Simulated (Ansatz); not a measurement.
Ideal-gas functions of C2H2ClSi, SMILES `[C]#C[SiH2]Cl` radical at 400 K and 1 bar, from an Ansatz frequency run at PBE0-D4/def2-TZVP.

Molar mass 89.58 g/mol, point group Cs (symmetry number 1), electronic degeneracy 2, moments of inertia 41.993, 201.862, 237.826 u Å². Harmonic wavenumbers (cm⁻¹, unscaled): 112, 169, 280, 549, 591, 655, 710, 860, 945, 2165, 2267, 2275.

Use S(trans) = R[1.5 ln M + 2.5 ln T − 1.1517]; rotational temperatures θ = 24.2544 K / I; S(rot) = R[ln(√π/σ · √(T³/θAθBθC)) + 1.5]; for each mode x = 1.438777 ν̃/T, S = R[x/(eˣ − 1) − ln(1 − e⁻ˣ)] and H = RT x/(eˣ − 1); 1 cm⁻¹ = 0.0119627 kJ/mol; R = 8.31446 J/(mol·K).

Q: By hand: the entropy, in J/(mol·K).

A: Translation 171.0. Rotation: θ = 0.5776, 0.1202, 0.102 K, giving 112.5. Vibration, mode by mode: 15.93, 12.58, 8.60, 3.89, 3.45, 2.88, 2.46, 1.61, 1.26, 0.03, 0.02, 0.02, in all 52.7. Electronic 5.8. Sum 342.0 J/(mol·K).

Q: By hand: H − E and G − E in kJ/mol, counted from the electronic energy.

A: Zero-point energy ½ × 11578 × 0.0119627 = 69.3; thermal vibration 11.5; translation, rotation and pV give 4 RT = 13.3. H − E = 94.1 kJ/mol, and G − E = 94.1 − 400 × 342.0/1000 = -42.7 kJ/mol.

Vibration gives 15 % of the entropy, 15.9 J/(mol·K) of it from the mode under 150 cm⁻¹: soft modes count most, and the harmonic formula is weakest for them.
